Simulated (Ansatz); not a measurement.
Ansatz results at the PBE0-D4/def2-TZVP geometry: HOMO energy (ωB97M-V/def2-TZVPP) -9.89 eV; size of the dipole moment (B3LYP/def2-TZVPP) 2.12 D; size of the dipole moment (ωB97M-V/def2-TZVPP) 2.14 D.

Each molecule was computed in one conformer, which needn't be the lowest.

Problem. Which molecule gave them?
A. `FCOC[SiH3]`
B. `CB[SiH]1C[SiH2]1`
C. `C[SiH](F)CO`
D. `CC[SiH](O)F`

Solution. C. The others give `CB[SiH]1C[SiH2]1`: -8.65, 1.49, 1.52; `FCOC[SiH3]`: -10.30, 1.84, 1.83; `CC[SiH](O)F`: -10.69, 2.16, 2.16.

B3LYP here is the variant with VWN-RPA as its local correlation; programs differ in this.
